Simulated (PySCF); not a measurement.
Computed shifts of a molecule C3H6FNSi, PBE/pcSseg-1 (PySCF), GIAO, gas phase, atoms alike by connectivity averaged where their shifts nearly agree, in ppm (number of nuclei): ¹⁹F: -167.5 (1). ¹³C: 183.3 (1), 126.0 (1), 23.4 (1). ²⁹Si: -32.5 (1). ¹⁵N: 495.5 (1). ¹H: 9.21 (1), 6.90 (1), 5.24 (1), 5.09 (1), 2.19 (1), 1.70 (1). References: ¹⁹F against CFCl3 (σ = 133.6 ppm); ¹³C against TMS (σ = 182.0 ppm); ²⁹Si against TMS (σ = 335.4 ppm); ¹⁵N against NH3 (σ = 267.0 ppm); ¹H against TMS (σ = 31.49 ppm), references at their B3LYP-D3(BJ)/def2-TZVP geometries, non-relativistic. The structure is a stationary point at PBE-D3(BJ)/def2-SVP. The values are those of a single conformer.

Q: Which structure fits?
(A) C[Si@@H](F)CC#N
(B) F[C@H]1C[SiH2]C=N1
(C) F[C@@H]1CN=C[SiH2]1
(D) C#C[C@H](N)[SiH2]F

A: B, F[C@H]1C[SiH2]C=N1
